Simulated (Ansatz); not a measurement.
Molecule: digallium oxide, Ga₂O, net charge 0, singlet state. SMILES: [Ga][O][Ga]
Geometry: optimised at B3LYP-D3(BJ)/def2-TZVP (Ansatz, an electronic-structure program).

Wanted: atomisation energy, in kcal/mol. Terms: 6-31G* and kin with 6d, 5d where marked; UHF or UKS for open shells; no spin-orbit coupling; dispersion terms only where a functional's name holds one; atomisation electronic, to ground-state atoms; non-relativistic. Ab initio and DFT rows: single points at B3LYP-D3(BJ) geometries (Ansatz).

```csv
species,coefficient,"E at B3LYP/6-31G* (Ansatz), Eh","E at PBE0/def2-TZVPD (Ansatz), Eh"
[Ga][O][Ga],-1,-3924.57131,-3924.45737
Ga atom,+2,-1924.59261,-1924.55229
O atom,+1,-75.06062,-75.01925
```

 1 Eh = 627.5095 kcal/mol.

Task: Compute it at each level from the table.

Result: 
- B3LYP/6-31G*: the sum of coefficient times E is 0.32547 Eh, or 204.24 kcal/mol. Result: 204.2 kcal/mol.
- PBE0/def2-TZVPD: the sum of coefficient times E is 0.33354 Eh, or 209.30 kcal/mol. Result: 209.3 kcal/mol.
